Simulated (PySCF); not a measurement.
Isomers of C5H13ClOSi2, one GFN2-xTB conformer each. Single-point energies are computed at PBE0/pcSseg-1 (PySCF, gas phase, no added dispersion term), electronic only.

Question: Rank them by PBE0/pcSseg-1 energy, lowest first (kcal/mol).
A. `[CH3:1][C@@H:2]1[CH2:3][CH2:4][Si@@:5]([Cl:6])([O:7][SiH3:8])[CH2:9]1` with C4–Si5–O7–Si8 -147°, C1–C2–C3–C4 -175°, C2–C3–C4–Si5 38°, C3–C4–Si5–Cl6 105°, C4–Si5–C9–C2 -13°
B. `[CH3:1][CH2:2]/[C:3](=[CH:4]\[SiH2:5][O:6][CH3:7])[SiH2:8][Cl:9]` with C1–C2–C3–C4 95°, C3–C4–Si5–O6 -61°, C4–Si5–O6–C7 180°, C2–C3–Si8–Cl9 -92°
C. `[CH3:1][CH:2]([CH3:3])[C@@H:4]1[CH2:5][SiH2:6][O:7][Si@@H:8]1[Cl:9]` with C1–C2–C4–C5 180°, C2–C4–C5–Si6 -158°, C4–C5–Si6–O7 23°, C5–Si6–O7–Si8 -5°, Si6–O7–Si8–Cl9 109°

Answer: A (0.0), C (5.7), B (65.7).

As drawn, the highest has a C=C bond outside aromatic rings, which the lowest lacks. GFN2-xTB itself gives, in the same order: 0.0, 4.7, 61.3. Both levels put the same isomer lowest; measured from each level's own lowest isomer, the values differ by up to 4.4 kcal/mol (CC/C(=C\[SiH2]OC)[SiH2]Cl: 61.3 against 65.7).

Question: Which frontier levels, dipoles and rotational constants go with these structures?

Answer: 
```json
{"SMILES": "C[C@@H]1CC[Si@@](Cl)(O[SiH3])C1", "HOMO (eV, PBE0/pcSseg-1)": "-7.71", "LUMO (eV)": "0.25", "dipole (D)": "1.49", "A, B, C (MHz)": "1415, 610.1, 515.4"}
{"SMILES": "CC(C)[C@@H]1C[SiH2]O[Si@@H]1Cl", "HOMO (eV, PBE0/pcSseg-1)": "-8.08", "LUMO (eV)": "0.39", "dipole (D)": "2.61", "A, B, C (MHz)": "1169, 880.4, 577.6"}
{"SMILES": "CC/C(=C\\[SiH2]OC)[SiH2]Cl", "HOMO (eV, PBE0/pcSseg-1)": "-7.79", "LUMO (eV)": "-1.18", "dipole (D)": "2.70", "A, B, C (MHz)": "1963, 424.5, 377.1"}
```
